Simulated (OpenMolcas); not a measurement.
Mn5+, Tc5+, Re5+: d2 down the group

```yaml
Program: OpenMolcas 26.06
Method: CASSCF
Basis: ANO-R3
Scalar_Hamiltonian: X2C, finite nucleus
Spin-orbit_coupling: RASSI with atomic mean-field integrals over the reference wave functions, term energies averaged over their components
```

Active space for each ion: 2 electrons in 5 orbitals (d).

Computed levels in cm-1 above 3F2:

```csv
Level,Mn5+,Tc5+,Re5+
3F3,730,1951,7806
3F4,1659,4192,14551
1D2,18818,14455,18648
3P0,21866,15498,16610
3P1,22127,16305,21059
3P2,22716,18384,29797
1G4,28793,21882,28889
1S0,69654,50976,57163
weight of 3F in the lowest level (%),100,99,91
```

Mixed levels, with the weight of the term that names them: Re5+ 1D2 (52 %), Re5+ 3P2 (58 %).

Measured, with the error of the calculation in %. Measured levels: Mn5+ from Corliss and Sugar, J. Phys. Chem. Ref. Data 6, 1253 (1977).

```csv
Level,Mn5+
3F3,746 (-2.1)
3F4,1669 (-0.6)
1D2,15336 (+22.7)
3P0,17782 (+23.0)
3P1,18057 (+22.5)
3P2,18628 (+21.9)
1G4,25511 (+12.9)
```

The fine-structure level 3F4 changes by a factor of 8.77 from Mn5+ to Re5+.

Without spin-orbit coupling 1D lies 17947, 12632, 11773 cm-1 above 3F in that order; the difference to the level 1D2, of either sign, comes from spin-orbit coupling, which also lowers the zero.

Without dynamic correlation excited terms often stand tens of per cent too high (terms of higher spin than the ground term too low), and those without a measured partner can miss by more than the paired ones. Computed and measured levels are paired by configuration, term and J; levels that our copy of the source lacks, or whose pairing is in doubt (as where it misses far off the trend of its configuration), stay unpaired and out of the deviations. Levels of configurations outside the active space are missing.
